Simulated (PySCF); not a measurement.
Molecule: C2H6O2Te, SMILES CO[Te]OC. Atoms near the plane z = 1.5 Å, at the CAM-B3LYP/def2-SVP optimised geometry (x, y, z in Å): Te1 (-1.7, -1.9, 0.0), O2 (-2.0, 0.1, 0.0), O7 (0.2, -1.9, 0.0), C8 (0.9, -1.5, 1.2), H9 (0.7, -2.2, 2.0), H10 (2.0, -1.6, 1.0), H11 (0.7, -0.5, 1.5).

Computed with CAM-B3LYP/def2-TZVP, def2 effective core potentials past Kr run with PySCF. The core electrons that the potentials of Te replace are not part of the density. Cells within 0.4 Å of a nucleus heavier than hydrogen are left out (blank, or x). The values are rescaled to run from 0 to 1.

```
|2222222222222222223333333333333|
|2222222222222222223333333333333|
|2222222222222222222333333333333|
|2222222222222222222333333333333|
|2222222222222222222333333333333|
|2222222222222222222333333333333|
|2222222222222222222333333333333|
|2222222222222222222333333333333|
|2222111111122222223333333333333|
|2211111111112222223333333333333|
|2111110001111222233333333333333|
|2111000000011222333333333333333|
|1111000000011223333333333333333|
|1111000000011223445443333333333|
|2111000000011234688654333333333|
|2111100001112246999974333333333|
|2211111112222348999995433333333|
|2222222223333459999996443333333|
|2222233344444459999999654433333|
|2233334455555569999999986543333|
|333334456666667999xx99999644333|
|333334456776668999xx99999754333|
|3333344567766679999999999644333|
|3333334556666569999999986543333|
|3333333455555557999997554443333|
|3333333445555456799864443333333|
|3333333344444444555543333333333|
|3333333344444444444333333333333|
|3333333334444333333333333333333|
|3333333333443333333333333333333|
|3333333333333333333333333333333|
```
Scale: ten equal steps from 0.000 (start of '0') to 1.00 (end of '9'), in the order '0123456789'; x runs from -4.00 to 4.00, y from -4.00 (bottom) to 4.00 (top).

Problem. Which quantity is mapped?
A) an orbital amplitude
B) deformation density (molecule minus spherical neutral atoms)
C) electrostatic potential
D) Laplacian of the electron density

Solution. C, electrostatic potential. In full: electrostatic potential (hartree/e), clipped to [-0.08, 0.12].
